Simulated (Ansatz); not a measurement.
`C=N[SiH2][TeH]` + H₂S → `S[SiH2][TeH]` + `C=N`  (ligand exchange at the Si–N bond)

Isolated molecules relaxed with PBE0-D4/def2-TZVP in Ansatz; ΔE leaves out vibrations. CBS: MP2 limit from def2 TZ/QZ plus the TZ coupled-cluster correction, frozen cores. This one scheme is used for every species. Functionals use def2-TZVPP. B3LYP here is the variant with VWN-RPA as its local correlation; programs differ in this. def2 core potentials past Kr. For Te outer-core shells are correlated without core-valence functions, which leaves a few kJ/mol of doubt a bond. One conformer a species, not always the lowest.

| level | ΔE (kJ/mol) | difference from CCSD(T)/CBS |
| --- | --- | --- |
| PBE-D4 | -14.6 | -2.7 |
| r2SCAN-D4 | -11.4 | 0.5 |
| PBE0-D4 | -15.3 | -3.4 |
| B3LYP-D4 | -7.4 | 4.5 |
| ωB97X-V | -11.5 | 0.4 |
| ωB97M-V | -10.4 | 1.5 |
| B2PLYP | -8.6 | 3.3 |
| PBE | -15.9 | -4.0 |
| r2SCAN | -12.1 | -0.2 |
| PBE0 | -16.5 | -4.6 |
| B3LYP | -9.2 | 2.7 |
| HF/def2-TZVPP | -7.9 | 4.0 |
| MP2/def2-TZVPP | -9.3 | 2.6 |
| SCS-MP2/def2-TZVPP | -8.6 | 3.3 |
| CCSD/def2-TZVPP | -9.9 | 2.0 |
| CCSD(T)/def2-TZVPP | -9.9 | 2.0 |
| HF/def2-QZVPP | -7.0 | 4.9 |
| MP2/def2-QZVPP | -10.2 | 1.7 |
| SCS-MP2/def2-QZVPP | -9.6 | 2.3 |
| HF/CBS(def2) | -6.9 | 5.0 |
| MP2/CBS(def2) | -11.3 | 0.6 |
| CCSD/CBS(def2) | -12.0 | -0.1 |
| CCSD(T)/CBS | -11.9 | 0 |

Largest T1 diagnostic among the species: 0.013.
